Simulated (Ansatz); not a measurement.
A structure relaxed at PBE0-D4/def2-TZVP, charge 0, multiplicity 1:

Cartesian coordinates in Å:
```
C -0.193 0.477 1.993
B 0.199 0.736 0.489
Cl -1.058 1.661 -0.498
Cl 1.903 1.381 0.234
O 0.208 -0.687 -0.288
Si -0.236 -0.829 -1.954
H -0.213 1.424 2.538
H 0.533 -0.167 2.499
H -1.182 0.021 2.080
H 0.982 -1.200 -0.022
H 0.392 0.229 -2.762
H 0.367 -2.149 -2.268
H -1.702 -0.897 -2.041
```

Problem. Give its formula and SMILES.

Solution. CH7BCl2OSi, `C[B-](Cl)(Cl)[OH+][SiH3]`.

Problem. Point group (tolerance 0.08 Å, 0.16 Å for H)?

Solution. C1.

Problem. Summarise the bond lengths by kind.

Solution. 1 × B–C 1.575 Å; 3 × C–H 1.092 to 1.095 Å; 2 × B–Cl 1.840 to 1.847 Å; 1 × B–O 1.621 Å; 1 × O–Si 1.730 Å; 1 × H–O 0.965 Å; 3 × H–Si 1.471 to 1.485 Å.

Computed with Ansatz.
